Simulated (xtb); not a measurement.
C$_{2}$H$_{6}$AlF, charge -1, doublet, at a GFN2-xTB geometry (such geometries of metal compounds can be far from the true shape) (a state made from the parent by changing its charge; the spin is typed, not shown lowest); GFN0-xTB (xtb 6.7.1).

xtb was given this input:
```
$ xtb mol.xyz --gfn 0 --chrg -1 --uhf 1 --ohess --json

# file mol.xyz
10

Al    -0.26743447    -0.38986576    -0.34817249
C      1.80861426    -0.08224615    -0.55462333
H      2.38561298    -0.95346930    -0.21363024
H      2.22508040     0.78088337    -0.01524576
H      2.09037588     0.06333279    -1.60829854
C     -0.57458685    -0.49181827     1.73572816
H     -1.64201132    -0.60327691     1.97885445
H     -0.22780708     0.37419314     2.31804546
H     -0.07905531    -1.36697989     2.17918314
F     -0.96441243     1.13532868    -0.79992168
```

Q: Write the output that xtb gives for this input, abridged.

A: 
```
   ID    Z sym.   atoms
    1   13 Al     1
    2    6 C      2, 6
    3    1 H      3-5, 7-9
    4    9 F      10

           -------------------------------------------------
          |                Calculation Setup                |
           -------------------------------------------------

           -------------------------------------------------
          |                 G F N 0 - x T B                 |
           -------------------------------------------------

          ...................................................
          :                      SETUP                      :
          :.................................................:
          :  # basis functions                  34          :
          :  # atomic orbitals                  33          :
          :  # shells                           21          :
          :  # electrons                        25          :
          :  electronic temp.          300.0000000     K    :
          :  accuracy                    1.0000000          :
          :  -> integral cutoff          0.2500000E+02      :
          :  -> integral neglect         0.1000000E-07      :
          ...................................................

         :::::::::::::::::::::::::::::::::::::::::::::::::::::
         ::                     SUMMARY                     ::
         :::::::::::::::::::::::::::::::::::::::::::::::::::::
         :: total energy             -14.144456306340 Eh    ::
         :: gradient norm              0.024416188904 Eh/a0 ::
         :: HOMO-LUMO gap              3.912320281590 eV    ::
         ::.................................................::
         :: H0 energy                -13.079368333809 Eh    ::
         :: repulsion energy           0.121386549098 Eh    ::
         :: electrostat energy        -1.184200311316 Eh    ::
         :: -> Gsolv                   0.000000000000 Eh    ::
         ::    -> Gsasa                0.000000000000 Eh    ::
         ::    -> Gshift               0.000000000000 Eh    ::
         :: dispersion energy         -0.002274210313 Eh    ::
         :: short-range corr.         -0.000000000000 Eh    ::
         :: add. restraining           0.000000000000 Eh    ::
         :: total charge              -1.000000000000 e     ::
         :::::::::::::::::::::::::::::::::::::::::::::::::::::

      -----------------------------------------------------------
     |                   =====================                   |
     |                        A N C O P T                        |
     |                   =====================                   |
     |               Approximate Normal Coordinate               |
     |                Rational Function Optimizer                |
      -----------------------------------------------------------
      -----------------------------------------------------------
     |                   =====================                   |
     |                        A N C O P T                        |
     |                   =====================                   |
     |               Approximate Normal Coordinate               |
     |                Rational Function Optimizer                |
      -----------------------------------------------------------

          ...................................................
          :                      SETUP                      :
          :.................................................:
          :   optimization level            normal          :
          :   max. optcycles                   200          :
          :   ANC micro-cycles                  20          :
          :   degrees of freedom                24          :
          :.................................................:
          :   RF solver                   davidson          :
          :   write xtbopt.log                true          :
          :   linear?                        false          :
[...]
 * total energy  :   -14.1485186 Eh     change       -0.1909487E-04 Eh
 * total energy  :   -14.1485304 Eh     change       -0.1177769E-04 Eh
 * total energy  :   -14.1485495 Eh     change       -0.1914453E-04 Eh
 * total energy  :   -14.1485726 Eh     change       -0.2304935E-04 Eh
 * total energy  :   -14.1485818 Eh     change       -0.9172789E-05 Eh
 * total energy  :   -14.1485955 Eh     change       -0.1375144E-04 Eh
 * total energy  :   -14.1486084 Eh     change       -0.1292084E-04 Eh
 * total energy  :   -14.1486061 Eh     change        0.2346631E-05 Eh
 * total energy  :   -14.1486157 Eh     change       -0.9604279E-05 Eh
 * total energy  :   -14.1486079 Eh     change        0.7763535E-05 Eh
 * total energy  :   -14.1486171 Eh     change       -0.9127368E-05 Eh
 * total energy  :   -14.1486179 Eh     change       -0.8700977E-06 Eh
   *** GEOMETRY OPTIMIZATION CONVERGED AFTER 21 ITERATIONS ***
         :: total energy             -14.148617929667 Eh    ::
[...]
 writing <g98.out> molden fake output.
 recommended (thermochemical) frequency scaling factor: 1.0
           -------------------------------------------------
          |             Thermodynamic Functions             |
           -------------------------------------------------

cs  symmetry found (for desy threshold:  0.10E+00) used in thermo

          ...................................................
          :                      SETUP                      :
          :.................................................:
          :  # frequencies                          24      :
          :  # imaginary freq.                       0      :
          :  linear?                             false      :
          :  only rotor calc.                    false      :
          :  symmetry                               cs      :
          :  rotational number                       1      :
          :  scaling factor                  1.0000000      :
          :  rotor cutoff                   50.0000000 cm⁻¹ :
          :  imag. cutoff                  -20.0000000 cm⁻¹ :
          :.................................................:

    mode    ω/cm⁻¹     T·S(HO)/kcal·mol⁻¹    T·S(FR)/kcal·mol⁻¹   T·S(vib)
   ------------------------------------------------------------------------
       1     81.23    -1.15113 ( 87.45%)    -0.91231 ( 12.55%)    -1.12115
       2     98.95    -1.03603 ( 93.88%)    -0.85393 (  6.12%)    -1.02488
       3    117.51    -0.93645 ( 96.83%)    -0.80307 (  3.17%)    -0.93222
       4    120.48    -0.92209 ( 97.12%)    -0.79570 (  2.88%)    -0.91845
       5    147.52    -0.80620 ( 98.70%)    -0.73577 (  1.30%)    -0.80528
       6    158.90    -0.76411 ( 99.03%)    -0.71377 (  0.97%)    -0.76362
       7    218.18    -0.58858 ( 99.72%)    -0.61991 (  0.28%)    -0.58867
       8    232.21    -0.55510 ( 99.79%)    -0.60147 (  0.21%)    -0.55520
       9    268.76    -0.47828 ( 99.88%)    -0.55819 (  0.12%)    -0.47838
   ------------------------------------------------------------------------

   temp. (K)  partition function   enthalpy   heat capacity  entropy
                                   cal/mol     cal/K/mol   cal/K/mol   J/K/mol
 298.15  VIB   890.                 4255.434     22.077     27.601
         ROT  0.102E+06              888.752      2.981     25.901
         INT  0.909E+08             5144.186     25.058     53.503
         TR   0.642E+27             1481.254      4.968     38.884
         TOT                        6625.4403    30.0262    92.3871   386.5474

       T/K    H(0)-H(T)+PV         H(T)/Eh          T*S/Eh         G(T)/Eh
   ------------------------------------------------------------------------
    298.15    0.105583E-01    0.750064E-01    0.438961E-01    0.311103E-01
   ------------------------------------------------------------------------

         :::::::::::::::::::::::::::::::::::::::::::::::::::::
         ::                  THERMODYNAMIC                  ::
         :::::::::::::::::::::::::::::::::::::::::::::::::::::
         :: total free energy         -14.117507642776 Eh   ::
         ::.................................................::
         :: total energy              -14.148617929667 Eh   ::
         :: zero point energy           0.064448047950 Eh   ::
         :: G(RRHO) w/o ZPVE           -0.033337761060 Eh   ::
         :: G(RRHO) contrib.            0.031110286890 Eh   ::
         :::::::::::::::::::::::::::::::::::::::::::::::::::::

optimized geometry written to: xtbopt.xyz

           -------------------------------------------------
          | TOTAL ENERGY              -14.148617929667 Eh   |
          | TOTAL ENTHALPY            -14.073611570457 Eh   |
          | TOTAL FREE ENERGY         -14.117507642776 Eh   |
          | GRADIENT NORM               0.000566875279 Eh/α |
          | HOMO-LUMO GAP               4.279627187087 eV   |
           -------------------------------------------------

normal termination of xtb
```
